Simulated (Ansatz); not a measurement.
Reaction (ligand exchange at the Al–S bond): `C/C=C\[S][AlH2]` + `N=C=CO` → `N=C=C[O][AlH2]` + `C/C=C/S`

Gas-phase electronic energies from Ansatz, PBE0-D4/def2-TZVP geometries. CCSD(T)/CBS adds triple-zeta CCSD(T) − MP2 to the extrapolated MP2 energy (def2 sets, frozen cores). Double bonds are as drawn, so ΔE can hold a change between cis and trans. DFT in def2-TZVPP. B3LYP here is the variant with VWN-RPA as its local correlation; programs differ in this. One conformer a species, not always the lowest.

`C/C=C\[S][AlH2]`:

Cartesian coordinates in Å:
```
C -0.163 1.566 -0.106
C -0.890 0.285 0.090
C -0.542 -0.737 0.905
S 1.020 -0.921 1.726
Al 1.135 -1.390 -0.452
H -0.758 2.374 0.335
H -0.042 1.802 -1.165
H 0.815 1.554 0.374
H -1.858 0.195 -0.399
H -1.247 -1.556 1.024
H 1.822 -0.334 -1.405
H 0.710 -2.837 -0.928
```

`N=C=CO`:

Cartesian coordinates in Å:
```
N -1.138 -0.597 -1.277
C -0.526 -0.105 -0.333
C 0.166 0.564 0.556
O 1.505 0.413 0.816
H -1.599 -1.483 -1.058
H -0.326 1.279 1.200
H 1.917 -0.072 0.096
```

`N=C=C[O][AlH2]`:

Cartesian coordinates in Å:
```
N -0.289 -1.633 1.736
C -0.601 -0.618 1.125
C -0.865 0.557 0.601
O -0.054 1.216 -0.266
Al 1.077 0.757 -1.449
H -0.579 -2.504 1.287
H -1.791 1.055 0.866
H 1.254 -0.780 -1.775
H 1.847 1.950 -2.126
```

`C/C=C/S`:

Cartesian coordinates in Å:
```
C 1.118 -0.508 -0.839
C -0.194 -0.116 -0.250
C -0.328 0.497 0.921
S -1.800 1.005 1.715
H 1.275 -0.029 -1.811
H 1.948 -0.228 -0.186
H 1.170 -1.588 -1.008
H -1.083 -0.354 -0.830
H 0.548 0.745 1.516
H -2.654 0.576 0.771
```

CCSD(T)/CBS gives -6.3 kcal/mol.

Another level gave -4.7 kcal/mol. Which?
A. PBE0/def2-TZVPP
B. MP2/def2-TZVPP
C. ωB97X-V/def2-TZVPP
D. B3LYP-D4/def2-TZVPP

A. PBE0 -4.7, MP2/def2-TZVPP -5.8, B3LYP-D4 -9.5, ωB97X-V -6.9 kcal/mol.

Largest T1 diagnostic among the species: 0.015.

In def2-TZVPP, CCSD(T) changes the Hartree–Fock value by +6.5 kcal/mol (the triples alone add +1.4 kcal/mol) and MP2 by +7.9 kcal/mol. The D4 term adds +2.0 kcal/mol with B3LYP and +1.0 kcal/mol with PBE0; it sums over pairs of atoms, weighted by their polarisabilities, and B3LYP, whose exchange is more repulsive, gets the larger term.
